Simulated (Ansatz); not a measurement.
Start from `[NH2][AlH][CH2][GeH3]` and change one atom or group to get `[CH3][AlH][CH2][GeH3]`.

Ansatz, PBE0-D4/def2-TZVP geometries, multiplicity 1. Each molecule was computed in one conformer, which needn't be the lowest.

Scalar relativity is left out up to krypton.

| property | `[NH2][AlH][CH2][GeH3]` |
| --- | --- |
| LUMO energy (PBE/def2-TZVPP) / eV | -1.15 |
| LUMO energy (ωB97M-V/def2-TZVPP) / eV | 1.18 |
| size of the dipole moment (ωB97M-V/def2-TZVPP) / D | 0.83 |
| HOMO–LUMO gap (B3LYP/def2-TZVPP) / eV | 6.61 |
| LUMO energy (B3LYP/def2-TZVPP) / eV | -0.60 |
| size of the dipole moment (PBE/def2-TZVPP) / D | 0.90 |

Task: What does the change do to each property? (Best estimate.)

Result: Ansatz gave: 
```
                                          property  `[CH3][AlH][CH2][GeH3]`  shift
                 LUMO energy (PBE/def2-TZVPP) / eV                    -1.79  -0.64
             LUMO energy (ωB97M-V/def2-TZVPP) / eV                     0.54  -0.64
size of the dipole moment (ωB97M-V/def2-TZVPP) / D                     0.97   0.14
             HOMO–LUMO gap (B3LYP/def2-TZVPP) / eV                     6.28  -0.33
               LUMO energy (B3LYP/def2-TZVPP) / eV                    -1.24  -0.64
    size of the dipole moment (PBE/def2-TZVPP) / D                     0.98   0.08
```

With PBE0 the HOMO falls by 0.29 eV and the LUMO falls by 0.63 eV, so the gap narrows by about 0.34 eV. PBE moves the HOMO by -0.42 eV and ωB97M-V by -0.10 eV. Dipoles are sizes alone; their direction can turn.

B3LYP here is the variant with VWN-RPA as its local correlation; programs differ in this.
